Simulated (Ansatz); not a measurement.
Cost and result for the atomization energy of CH6FGeNSi, SMILES `N=C(F)[SiH2][GeH3]` (11 atoms, 10 bonds).

```
atom   x (Å)   y (Å)   z (Å)
  N1   0.664  -2.571   0.340
  C2   0.166  -1.625  -0.303
  F3  -0.970  -1.880  -0.987
 Si4   0.704   0.190  -0.486
 Ge5  -0.973   1.611   0.425
  H6   1.513  -2.280   0.817
  H7   1.992   0.314   0.246
  H8   0.913   0.471  -1.929
  H9  -2.296   1.405  -0.324
 H10  -1.175   1.288   1.913
 H11  -0.538   3.078   0.287
```

The species carries charge 0 and has multiplicity 1. Correlated methods include outer-core shells of Ge, which these sets cover unevenly. Scalar relativity is left out up to krypton. The geometry is a stationary point of PBE0-D4/def2-TZVP. It is one conformer, not always the lowest. Program: Ansatz. All runs use 4 threads of an Intel Xeon Platinum 8488C on a shared host. Times are those of one run each, without the atoms' runs, and a repeat can differ threefold. Electronic energies, without spin–orbit coupling; frozen cores. CCSD(T)/CBS adds CCSD(T) − MP2 in def2-TZVPP to the MP2 limit, and its time is that of the two runs behind it. T1 = 0.014. With those shells the extrapolation isn't a true limit. HSE06 is the plane-wave form, built on full-range PBE exchange.

CCSD(T)/CBS is a level of theory with its own doubt, some kJ/mol a heavy atom from the limit and from the frozen cores, so smaller differences don't rank the functionals.

```csv
level,functions,wall time,atomization (kJ/mol),difference from CCSD(T)/CBS,per bond
BHLYP-D4/def2-TZVPP,267,3 s,3455.3,-122.0,-12.2
HSE06-D4/def2-TZVPP,267,3.1 s,3563.6,-13.7,-1.4
r2SCAN-D4/def2-TZVPP (with forces),267,3.2 s,3582.4,5.1,0.5
CAM-B3LYP-D4/def2-TZVPP,267,3.4 s,3592.4,15.1,1.5
r2SCANh-D4/def2-TZVPP,267,3.8 s,3551.3,-26.0,-2.6
B2PLYP/def2-TZVPP,267,5 s,3527.9,-49.4,-4.9
B97M-V/def2-TZVPP,267,5.5 s,3600.8,23.5,2.3
PBE-QIDH/def2-TZVPP,267,5.5 s,3526.4,-50.9,-5.1
ωB97X-V/def2-TZVPP,267,6.5 s,3606.3,29.0,2.9
CCSD(T)/def2-SVP,122,7 s,3331.3,-246.0,-24.6
MP2/def2-QZVPP,510,22 s,3566.8,-10.5,-1.0
CCSD(T)/def2-TZVPP,267,2.7 min,3479.9,-97.4,-9.7
CCSD(T)/CBS(def2),–,3.1 min,3577.3,0.0,0.0
```

From PBE to PBE0 (25 % exact exchange), in def2-TZVPP and without D4, the atomization energy moves by −79.4 kJ/mol: exact exchange takes away binding that semilocal exchange gives to molecules. In def2-TZVPP, CCSD(T) changes the Hartree–Fock value by +1004.9 kJ/mol (the triples alone add +62.4 kJ/mol) and MP2 by +1034.1 kJ/mol; breaking electron pairs costs correlation energy, which Hartree–Fock lacks. At CCSD(T), def2-SVP lies −246.0 kJ/mol from the extrapolated value and def2-TZVPP −97.3 kJ/mol: correlation converges slowly with the basis, and small sets miss more of it in the bonded molecule than in its fragments.

For some Ge, Se and Sn compounds the MP2-based and the directly extrapolated limit differ by 10 to 25 kJ/mol.
